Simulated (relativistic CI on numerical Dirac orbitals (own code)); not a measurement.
A ladder of approximations for the levels of Ti IV

Calculated with a relativistic CI code on KLI orbitals (one set per configuration, finite nucleus), adding one ingredient at a time: step 1, Dirac-Coulomb, each configuration alone; step 2, with Breit and QED terms; step 3, with configuration mixing; step 4, with scaled Slater integrals (0.85); step 5, with a P86 correlation estimate; step 6, tied to the ionisation limit. P86 is a density functional for the correlation energy, evaluated here for each configuration and added to its levels. Step 6 is semi-empirical: configurations made of the next ion and one excited electron move by -64 cm⁻¹, so that their limit matches the tabulated ionisation energy, and those with a non-penetrating f or g electron also take the P86 value of the least penetrating other one.

Configuration list (outside the closed core [Ne] 3s2): 3p⁶3d, 3p⁶4s, 3p⁶4p, 3p⁶4d, 3p⁶5s, 3p⁶5p, 3p⁶4f, 3p⁶5d, 3p⁶6p, 3p⁵3d², 3p⁶5f, 3p⁶5g, 3p⁶6d, 3p⁶7s, 3p⁶7d.

Computed minus measured energy above the ground level, in cm⁻¹, for 15 of the 25 excited levels that pair in every step (one J of a term; a digit in brackets numbers repeated terms):

```tsv
Configuration	Term	J	Measured	Step 1	Step 2	Step 3	Step 4	Step 5	Step 6
3p⁶3d	2D	5/2	382	21	-34	-34	-34	-34	-34
3p⁶4s	2S	1/2	80389	-1994	-1835	-1836	-1836	3744	3680
3p⁶4p	2P°	1/2	127921	-3145	-3009	-3032	-3026	2961	2897
3p⁶4d	2D	3/2	196804	-4564	-4490	-4490	-4490	1711	1646
3p⁶5s	2S	1/2	212407	-6133	-6019	-6017	-6017	811	747
3p⁶5p	2P°	1/2	230609	-6325	-6217	-6227	-6224	1024	959
3p⁶4f	2F°	5/2	236135	-6284	-6199	-7146	-6918	3065	1400
3p⁶5d	2D	3/2	258838	-6598	-6518	-6516	-6516	1247	1183
3p⁶6p	2P°	1/2	274726	-7358	-7261	-7270	-7266	441	377
3p⁵3d²	2F°	5/2	274840	6052	5770	6277	8833	10305	10195
3p⁶5f	2F°	5/2	275847	-6241	-6156	-7455	-7107	2505	988
3p⁶5g	2G	7/2	278511	-8240	-8152	-8151	-8151	1815	224
3p⁶6d	2D	3/2	289186	-7394	-7311	-7309	-7309	843	778
3p⁶7s	2S	1/2	293000	-7849	-7755	-7753	-7753	214	149
3p⁶7d	2D	3/2	306396	-7791	-7706	-7705	-7705	734	669
```

Mean absolute errors in cm⁻¹, over all paired levels and for the first 12 configurations:

```tsv
Configuration, levels	Step 1	Step 2	Step 3	Step 4	Step 5	Step 6
all, 25	6000	5903	6104	6160	1911	1478
3p⁶3d, 1	21	34	34	34	34	34
3p⁶4s, 1	1994	1835	1836	1836	3744	3680
3p⁶4p, 2	3160	3036	3061	3054	2933	2869
3p⁶4d, 2	4563	4493	4493	4493	1707	1643
3p⁶5s, 1	6133	6019	6017	6017	811	747
3p⁶5p, 2	6330	6227	6239	6235	1012	948
3p⁶4f, 2	6288	6204	7146	6919	3065	1400
3p⁶5d, 2	6599	6521	6519	6519	1244	1180
3p⁶6p, 2	7360	7265	7275	7271	445	365
3p⁵3d², 1	6052	5770	6277	8833	10305	10195
3p⁶5f, 2	6250	6165	7444	7105	2534	998
3p⁶5g, 2	8240	8152	8151	8151	1815	224
```

Measured levels: Corliss and Sugar, J. Phys. Chem. Ref. Data 8, 1 (1979).

Question: What does each ingredient do to the ground and the excited configurations, and where is the model closest to experiment?

Answer: The Breit and QED terms change the top of the ground term (measured 382) from 404 to 348. Mixing lowers the ground level by 1; relative to it the configurations that move most are 3p⁶5f by -1279, 3p⁶4f by -942, 3p⁵3d² by +506. The P86 estimate moves 3p⁶4f by +9984, 3p⁶5g by +9966, 3p⁶5f by +9639, and takes the mean absolute error of the excited configurations from 6415 to 1989. Step 6 takes that error from 1989 to 1538; 3p⁶4f, 3p⁶5f, 3p⁶5g gain from the shift and the changed P86 value together. The mean absolute error is lowest at step 6 (1478 cm⁻¹), and the largest single drop is from step 4 to 5 (6160 to 1911).
